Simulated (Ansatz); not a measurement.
C₂H₅Se, SMILES [CH2][Se]C, multiplicity 2.

Coordinates come from a B3LYP-D3(BJ)/def2-SVP optimisation. The isomer is the one that the SMILES or the coordinates give; other isomers of the formula were not compared.

Two levels are set side by side: PBE/def2-SVPD (Ansatz, a program for electronic structure) and PBE0/def2-SVPD (Ansatz). Energy differences of separate SCF runs at the same geometry; the states with an electron removed or added have multiplicity 1 and 1. Differences are taken from unrounded values.

```tsv
quantity	PBE
vertical ionisation energy (eV)	7.11
```

Task: These are the PBE values. What does PBE0 give? (The exact figures need the calculation; the answer reports its results.)

Result: 
| quantity | PBE0 | PBE minus PBE0 |
|---|---|---|
| vertical ionisation energy (eV) | 7.34 | -0.23 |
